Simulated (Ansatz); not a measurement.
Conformers of AlH₅O₃Si, SMILES `[OH][Al]([OH])[O][SiH3]`, each relaxed with PBE0-D4/def2-TZVP in Ansatz. CBS adds the triple-zeta coupled-cluster correction to the MP2 limit.

Not all of them had a frequency check.

Conformer A:

Z-matrix (Å, degrees):
```
Si
O 1 1.624
H 1 1.487 2 110.4
H 1 1.487 2 109.5 3 -119.6
H 1 1.487 2 110.7 3 120.6
Al 2 1.675 1 162.6 3 -69.6
O 6 1.688 2 121.6 1 179.7
O 6 1.685 2 118.9 1 -0.3
H 7 0.955 6 123.0 2 0.0
H 8 0.956 6 122.0 2 -179.9
```

Conformer B:

Cartesian coordinates in Å:
```
O 1.957 -0.697 -1.700
Al 1.046 -0.838 -0.290
O 1.492 -2.062 0.777
O -0.242 0.190 0.033
Si -1.473 1.179 0.398
H 1.778 -0.031 -2.362
H 1.036 -2.216 1.602
H -1.231 2.534 -0.166
H -2.742 0.645 -0.166
H -1.621 1.298 1.874
```

Q: Which is lowest in electronic energy at CCSD(T)/CBS (frozen core, def2 sets), and by how much? (An estimate is asked.)

A: The calculation gave: A; B lies 3.2 kJ/mol higher.

Q: Give the energies relative to A (kJ/mol) with r2SCAN/def2-TZVPP, PBE0/def2-TZVPP, HF/def2-TZVPP, MP2/def2-TZVPP, CCSD(T)/def2-TZVPP, HF/CBS(def2), CCSD/CBS(def2). (Estimate.)

A: The calculation gave: 
```
             level    B
 r2SCAN/def2-TZVPP  2.9
   PBE0/def2-TZVPP  3.0
     HF/def2-TZVPP  3.5
    MP2/def2-TZVPP  3.3
CCSD(T)/def2-TZVPP  3.4
      HF/CBS(def2)  3.4
    CCSD/CBS(def2)  3.3
```
